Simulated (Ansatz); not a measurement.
Relaxing a trial structure of FH3In2Si

The starting geometry of this gas-phase singlet was optimised with GFN2-xTB.

```xyz
7

F    -1.1804    2.7190   -1.7762
In   -0.2511    0.7115   -0.2955
In    0.8825    2.9820   -2.4130
Si   -2.5488   -0.1567    0.9275
H    -3.2094   -1.3379    0.2904
H    -2.4547   -0.6277    2.3428
H    -3.6790    0.8057    1.0207
```

Predict what it relaxes into with r2SCAN-D4/def2-SVP.

A new bond forms, giving a structure with F1 bridging In2 and In3, given below by its coordinates. Contacts that close: F1–In2 (2.66 → 2.25 Å).

The energy falls by 0.33 eV over 20 steps:

```tsv
step	E − E(last) (eV)
1	0.329
3	0.015
5	0.010
7	0.006
9	0.003
12	0.001
14	0.000
16	0.000
18	0.000
20	0.000
```

Final geometry (Å):

```xyz
7

F    -1.2569    2.0020   -1.7683
In   -0.2516    1.0924    0.0264
In    0.6499    2.8455   -2.3513
Si   -2.5302   -0.0364    0.9146
H    -3.1053   -0.9876   -0.0961
H    -2.3593   -0.8162    2.1867
H    -3.5876    0.9962    1.1846
```

Frequencies at the end are all real (lowest 44 cm⁻¹). Atoms past krypton carry core potentials, without spin–orbit terms. Run with Ansatz 0.2.0, 3.2 min on 1 thread of Intel(R) Xeon(R) Processor @ 2.50GHz (Skylake/Cascade Lake), with other jobs on the host.
